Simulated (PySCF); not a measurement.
## Radial density of Li+ (lithium, charge +1)

r2SCAN, 1s2, closed-shell 1S. Calculation: PySCF 2.14, in cc-pVDZ (3s2p1d, 14 functions); the non-relativistic Hamiltonian (point nucleus).

| r (bohr) | 4πr²ρ (e/bohr) |
| --- | --- |
| 0.00703 | 0.008000 |
| 0.0118 | 0.02223 |
| 0.0199 | 0.06024 |
| 0.0334 | 0.1566 |
| 0.0562 | 0.3877 |
| 0.0946 | 0.8738 |
| 0.159 | 1.701 |
| 0.268 | 2.592 |
| 0.450 | 2.682 |
| 0.757 | 1.500 |
| 1.27 | 0.3117 |
| 2.14 | 0.01341 |
| 3.60 | 8.262e-05 |
